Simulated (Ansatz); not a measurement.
Cost and result up the ladder for `SC#Cc1ccc(C#Cc2ccc(C#Cc3ccc(S)cc3)cc2)cc1` (40 atoms). Charge 0, multiplicity 1. Geometry: r2SCAN-D4/def2-SVP.

```xyz
40

S     3.092   11.304   -2.524
C     2.749    9.719   -2.079
C     2.418    8.563   -1.844
C     2.041    7.227   -1.553
C     2.751    6.466   -0.594
C     2.380    5.159   -0.311
C     1.284    4.555   -0.973
C     0.907    3.221   -0.684
C     0.580    2.066   -0.434
C     0.202    0.731   -0.146
C    -0.869    0.115   -0.838
C    -1.239   -1.192   -0.557
C    -0.555   -1.943    0.429
C    -0.931   -3.279    0.715
C    -1.254   -4.436    0.960
C    -1.627   -5.774    1.242
C    -2.662   -6.409    0.518
C    -3.028   -7.722    0.793
C    -2.370   -8.447    1.803
S    -2.774  -10.116    2.212
C    -1.339   -7.825    2.532
C    -0.975   -6.513    2.256
C     0.514   -1.326    1.124
C     0.884   -0.019    0.842
C     0.577    5.318   -1.932
C     0.946    6.625   -2.216
H     4.112   11.514   -1.653
H     3.599    6.920   -0.076
H     2.935    4.581    0.432
H    -1.404    0.685   -1.602
H    -2.066   -1.658   -1.099
H    -3.179   -5.854   -0.269
H    -3.832   -8.188    0.215
H    -3.757  -10.267    1.299
H    -0.820   -8.378    3.320
H    -0.172   -6.040    2.828
H     1.049   -1.896    1.888
H     1.712    0.446    1.384
H    -0.271    4.863   -2.451
H     0.389    7.203   -2.958
```

Ansatz on 2 threads of AMD EPYC 7R13 on a shared host and a share (18 GiB) of an NVIDIA H100 80GB HBM3. Times are rough, and most runs start from the orbitals of an earlier one. PBE0-D4/def2-TZVP serves as the yardstick here, not as an exact answer. Differences are given only for rows in sets of like size (and for xTB, whose basis is part of the method), since another set adds its own error. Binding counts from free atoms at the same level (S triplet, C triplet, H doublet; other spins of the atoms weren't run), without zero-point energy or a counterpoise term.

Single mean-field runs in def2-SVP, def2-TZVP are fitted with def2-universal-jkfit.

```
                            level  functions  binding energy per atom (eV)  difference from PBE0-D4/def2-TZVP (eV)
                  PBE-D4/def2-SVP        442                          5.61                                       –
r2SCAN-D4/def2-TZVP (with forces)        902                          5.33                                   -0.06
                 PBE-D4/def2-TZVP        902                          5.53                                    0.14
                PBE0-D4/def2-TZVP        902                          5.39                                    0.00
                 PBE0-D4/def2-SVP        442                          5.47                                       –
```

(1) Estimate how long each takes.

Results:

(1) PBE-D4/def2-SVP 5.5 s; PBE-D4/def2-TZVP 8.6 s; r2SCAN-D4/def2-TZVP (with forces) 11 s; PBE0-D4/def2-SVP 12 s; PBE0-D4/def2-TZVP 14 s. On shared hardware such times vary by a factor of up to 3.
